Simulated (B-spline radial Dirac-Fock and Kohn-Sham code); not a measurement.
X-ray scattering factor of In⁴⁵⁺

System: the In⁴⁵⁺ ion, configuration [He] 2s2.

Input file task.json (cfg lists n, l and occupation; rrms is the nuclear radius in fm):

```json
{"items": [{
  "Z": 49,
  "q": 45,
  "cfg": [[1, 0, 2], [2, 0, 2]],
  "A": 115,
  "rrms": 4.6156,
  "do": ["scatter"],
  "s": [0.0, 0.05, 0.1, 0.15, 0.2, 0.25, 0.3, 0.35, 0.4, 0.45, 0.5, 0.6, 0.7, 0.8, 0.9, 1.0, 1.1, 1.2, 1.4, 1.6, 1.8, 2.0, 2.5, 3.0, 3.5, 4.0, 5.0, 6.0],
  "pz": [0, 0.1, 0.2, 0.3, 0.4, 0.5, 0.6, 0.8, 1.0, 1.2, 1.4, 1.6, 1.8, 2.0, 2.5, 3.0, 4.0, 5.0, 7.0, 10.0, 15.0, 20.0, 30.0, 40.0, 60.0, 100.0],
  "hv_scatter": [1000, 5000, 8047.8, 17479.3, 30000, 50000, 200000, 1000000]
}]}
```

Command: `python xray_run.py task.json out`

The computed values come from an atomic code on a B-spline grid: relativistic Hartree-Fock (Dirac-Fock) wave functions, averaged over the configuration. f₀ is the Fourier transform of the spherical electron density, S the Waller-Hartree incoherent function, and s = sin θ/λ.

```csv
s (Å⁻¹),f₀,S
0,4.000,0.000
0.05,3.999,0.001
0.1,3.997,0.005
0.15,3.994,0.012
0.2,3.989,0.021
0.25,3.983,0.033
0.3,3.976,0.048
0.35,3.967,0.065
0.4,3.957,0.085
0.45,3.946,0.106
0.5,3.934,0.131
0.6,3.905,0.186
0.7,3.872,0.249
0.8,3.834,0.320
0.9,3.792,0.397
1,3.746,0.479
1.1,3.697,0.566
1.2,3.644,0.657
1.4,3.529,0.845
1.6,3.405,1.036
1.8,3.274,1.223
2,3.139,1.400
2.5,2.801,1.784
3,2.485,2.067
3.5,2.211,2.264
4,1.985,2.403
5,1.671,2.606
6,1.484,2.786
```

f₀ starts at the number of electrons, 4, and has fallen to half at s ≈ 3.97 Å⁻¹. The sum of ⟨r²⟩ over the electrons is 0.03652 bohr².
